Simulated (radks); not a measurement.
Polarisability of the gold ion Au3+, [Xe] 4f14 5d8, at imaginary frequency. Method: scalar-relativistic Kohn-Sham, LDA (Slater exchange, VWN5 correlation), spin-polarised, spherical densities, finite nucleus; open shells are filled with parallel spins first (spin-orbit coupling, left out, can overturn this in heavy ions); Fermi nuclear charge, rms radius 5.4371 fm; computed with a radial shooting solver on a logarithmic mesh with Libxc functionals. Response by self-consistent Sternheimer equations with the Hartree and adiabatic LDA kernel, the relativistic mass of each level held fixed and spin-orbit coupling left out.

w (hartree)  alpha1(iw) (bohr^3)
0.00266                    6.117
0.0143                     6.116
0.0360                     6.109
0.0697                     6.086
0.118                      6.030
0.186                      5.908
0.280                      5.675
0.413                      5.272
0.605                      4.658
0.892                      3.834
1.35                       2.857
2.12                       1.841
3.59                      0.9629
6.94                      0.3792
17.5                     0.09586

Static values: alpha1 = 6.117 bohr^3 (0.9065 angstrom^3; uncoupled 9.648). C6 = 35.81, triple-dipole C9 = 151.3 atomic units. One-pole (London) frequency 4 C6 / (3 alpha1^2) = 1.276 hartree, against 1.479 for minus the highest occupied eigenvalue.
